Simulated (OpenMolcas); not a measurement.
Mo3+: moving the ligands

Mo3+ with 4 ligands (fluoride) in tetrahedral coordination (Td) at 1.87 Å. A charge of +0.25 e stands 3.2 Å behind each ligand. Ligand basis ANO-RCC-VDZP.

* Program: OpenMolcas 26.06
* Method: CASSCF
* Basis: ANO-RCC-VDZP [6s5p3d1f]
* Scalar Hamiltonian: DKH2, point nucleus
* Active space: 3 electrons in 5 orbitals (4d)
* State averaging: 2S+1 = 4 even, 10 roots; 2S+1 = 2 even, 40 roots
* Spin-orbit coupling: state interaction with AMFI integrals over the reference wave functions

Runs around this geometry, states (labels of Td). Energies in cm-1 above the lowest state or level, χT in cm3 K/mol; under a threefold ground state the first gap can be a small split of the lowest multiplet, not the spin-orbit step; 10Dq and B are least-squares fits to the states below 45000 cm-1, weighted by degeneracy, with a free offset, and given where the rms deviation is under 5 % of |10Dq| (or 100 cm-1) and under 700 cm-1; 10Dq is negative for this site.

| R (Å) | Ground state | First state of that spin | 10Dq | B (rms of fit) | First gap with spin-orbit (degeneracies) | χT at 300 K | First state of another spin |
| --- | --- | --- | --- | --- | --- | --- | --- |
| 1.77 | 2E | 11749 |  |  | 1385 (4, 2) | 0.529 | 4T1 996.7 |
| 1.87 | 4T1 | 4T2 11563 |  |  | 420.8 (4, 2) | 0.919 | 2E 1440 |
| 1.97 | 4T1 | 4T2 9463 | -10121 | 655 (490) | 262.0 (4, 2) | 0.919 | 2E 3669 |

The ground state changes within this set.

Without dynamic correlation the repulsion within the d shell is too large (B by tens of per cent), so at a given field states of lower spin stand too high. With metal d orbitals alone the field can be off either way by tens of per cent. Ligand-to-metal charge-transfer states are missing. With no ligand orbital active B as a rule stays too high, so bands that hang on it stand too high and its fall with covalency is understated. An orbital doublet at a regular site is open to a Jahn-Teller distortion, which this geometry leaves out (holds for R = 1.77). This shell can be high or low spin here, a state of another spin lies low, and with metal d orbitals alone active their balance is uncertain, so the ground spin may be wrong, although the usual error favours high spin (holds for R = 1.77). The least metal-like active orbital is 71 % on the metal (Löwdin) and no ligand orbital is active, so the numbers are rough (holds for R = 1.77). An orbital triplet at a regular site is open to Jahn-Teller coupling, which can distort the site and quench the lowest spin-orbit gaps and is left out (holds for R = 1.87; R = 1.97). This shell can be high or low spin here, a state of another spin lies low, and with metal d orbitals alone active their balance is uncertain, so the ground spin may be wrong (holds for R = 1.87; R = 1.97). The least metal-like active orbital is 79 % on the metal (Löwdin) and no ligand orbital is active, so the numbers are rough (holds for R = 1.87). The least metal-like active orbital is 83 % on the metal (Löwdin) and no ligand orbital is active, so the numbers are rough (holds for R = 1.97). No measured value stands beside these numbers; the geometry is a model, was not optimised and need not be the one that this ion takes.
